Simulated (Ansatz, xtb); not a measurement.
**A geometry optimisation of FPSi2 with r2SCAN-D4/def2-SVP**

The starting geometry of this gas-phase singlet has its atoms placed at random.

```yaml
atoms:
  - { symbol: F, position_ang: [-0.5186, 0.4003, 1.5120] }
  - { symbol: P, position_ang: [0.9469, -0.7311, -0.6768] }
  - { symbol: Si, position_ang: [0.4859, 1.8569, 0.0789] }
  - { symbol: Si, position_ang: [-0.0593, -1.5564, 1.0303] }
```

Task: Guess where an optimisation with r2SCAN-D4/def2-SVP ends from this start.

Result: It ends as a structure with F1 bridging Si3 and Si4, given below by its coordinates. Contacts that close: F1–Si3 (2.28 → 1.91 Å), F1–Si4 (2.07 → 1.90 Å), P2–Si3 (2.74 → 2.17 Å).

The energy falls by 2.35 eV over 9 steps:

```
step  E − E(last) (eV)
   1             2.350
   2             1.136
   3             0.266
   4             0.053
   5             0.009
   6             0.008
   7             0.001
   8             0.000
   9             0.000
```

Final geometry (Å):

```yaml
atoms:
  - { symbol: F, position_ang: [-0.6504, 0.4619, 1.4707] }
  - { symbol: P, position_ang: [0.9146, -0.5536, -0.8159] }
  - { symbol: Si, position_ang: [0.5314, 1.3103, 0.2295] }
  - { symbol: Si, position_ang: [0.0593, -1.2489, 1.0600] }
```

From the same start GFN2-xTB ends elsewhere, differing in F1–Si3 (3.30 against 1.91 Å here).

From so rough a start the end depends on the optimiser's path, so another program may land elsewhere. No frequencies were run, so the end isn't proven a minimum. Run with Ansatz 0.2.0, 10 s on 1 thread of Intel(R) Xeon(R) 6975P-C (Granite Rapids), on a shared host.
